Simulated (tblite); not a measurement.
Run record: tight-binding relaxation, `F[C@]12C[C@H]3C[C@H](C[C@H](C3)C1)C2`.

Computed with GFN2-xTB geometry optimisation, gas phase (tblite 0.8.0). Start geometry: from a force field or distance geometry. The command runs a driver script over a list of jobs; the input below is this job's line of settings and its coordinates in Å.

Command:
```bash
OMP_NUM_THREADS=2 python probes_run.py task.json out
```

Input:
```
{"job": {"kind": "relax", "xc": "GFN2-xTB", "basis": "xTB"}, "charge": 0, "multiplicity": 1}
F      1.675200     0.773900    -2.213000
C      0.875600     0.414900    -1.179600
C      1.753400     0.255100     0.092300
C      0.860200    -0.149400     1.268700
C     -0.216000     0.918900     1.514200
C     -1.088700     1.079900     0.242900
C     -1.758800    -0.262300    -0.078800
C     -0.687500    -1.346000    -0.310700
C      0.177500    -1.498100     0.951100
C      0.196400    -0.927700    -1.487500
C     -0.189600     1.485600    -0.937100
H      2.257100     1.198900     0.306700
H      2.526400    -0.484000    -0.073900
H      1.479900    -0.266600     2.174800
H     -0.847400     0.653400     2.363900
H      0.258400     1.878000     1.768800
H     -1.845500     1.851600     0.418100
H     -2.396000    -0.168000    -0.963300
H     -2.415500    -0.558400     0.759100
H     -1.175300    -2.303800    -0.536600
H     -0.453400    -1.805400     1.799900
H      0.926200    -2.273800     0.800500
H      0.964600    -1.685500    -1.682300
H     -0.397700    -0.841400    -2.411800
H     -0.784500     1.630100    -1.840600
H      0.283700     2.452800    -0.732900
```

Q: What does the run print?

A: 
```
step      E/eV     max force
  0    -921.57724    1.740
  1    -921.63194    0.253
  2    -921.64000    0.176
  3    -921.64931    0.239
  4    -921.65328    0.168
  5    -921.65617    0.079
  6    -921.65713    0.065
  7    -921.65763    0.068
  8    -921.65785    0.032
  9    -921.65793    0.017
 10    -921.65795    0.011
 11    -921.65797    0.011
 12    -921.65798    0.008
```

«max force» is the largest atomic force in eV/Å.

Q: From which step on does the largest force stay under 0.1 eV/Å, and how much energy is left to gain from there?

A: From step 5 (0.079 eV/Å), 1.8 meV above the end.

Summary of the converged run: energy lowered by 1.9 kcal/mol over 12 steps; largest atomic force 0.008 eV/Å at the end.

The run took 0.17 s wall, 0.33 s CPU on 2 threads, Intel Xeon Platinum 8375C at 2.90 GHz (x86_64), no GPU, on a shared host.
Labels such as C1 count atoms from 1, the log's own numbers from 0.
